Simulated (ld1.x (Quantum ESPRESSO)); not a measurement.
Ga (Z = 31): PAW pseudisation with revPBE, scalar-relativistic reference atom.

| Property | Result |
| --- | --- |
| Element | Ga |
| Generator | ld1.x (Quantum ESPRESSO) 7.5 |
| Type | PAW |
| Functional | revPBE |
| Relativity | scalar-relativistic |
| Frozen core | [Ne] 3s2 |
| Valence charge | 19 |
| Reference configuration | 3p6 3d10 4s2 4p0 (charge +1) |
| Partial waves | 4s (bound): rcut 1.95, rcutus 2.20 bohr; 4s channel at -0.45 Ry: rcut 1.95, rcutus 2.20 bohr; 3p (bound): rcut 1.10, rcutus 1.25 bohr; 4p (bound, empty): rcut 1.10, rcutus 1.25 bohr; 3d (bound): rcut 1.10, rcutus 1.40 bohr; 3d channel at -1.65 Ry: rcut 1.10, rcutus 1.40 bohr; 4f channel at 0.05 Ry: rcut 1.60, rcutus 2.00 bohr; 4f channel at 1.55 Ry: rcut 1.60, rcutus 2.00 bohr |
| Local potential | all-electron potential smoothed inside 2.20 bohr (lloc = -1) |
| Core correction | Bessel-smoothed model core, default radius (core density twice the valence density) |
| Augmentation charge | PSQ, inside the norm-conserving radii |

All-electron outer shells of the reference configuration (revPBE, scalar-relativistic, ld1.x):

```tsv
shell	level (eV)	outermost node (bohr)	outermost maximum (bohr)
3s	-156.44	0.27	0.56
3p	-107.12	0.24	0.56
3d	-27.35	–	0.54
4s	-16.22	0.80	1.85
4p	-8.99	0.87	2.32
```

Calculated quality:

| Item | Value |
| --- | --- |
| Cutoffs needed | 80 Ry and 140 Ry (the cutoffs (Ry, on a coarse ladder) from which the occupation-weighted sum of valence levels, in a spherical-Bessel basis at the reference potential, stays within 10 and 1 mRy of its value at 400 Ry) |
| Ghost test | no extra level below or beside the all-electron valence levels (s, p, d, f tested) (spherical-Bessel basis up to 400 Ry, 20 bohr box) |
| Configuration tests | test run stopped at test 1 of 7 (negative rho) |
| Lowest eigenvalue of the overlap operator | 0.10 (p channel) |
| Density cutoff estimated by the generator | 403 Ry |

Generation and tests took about 1.2 s on one core of a shared server CPU.
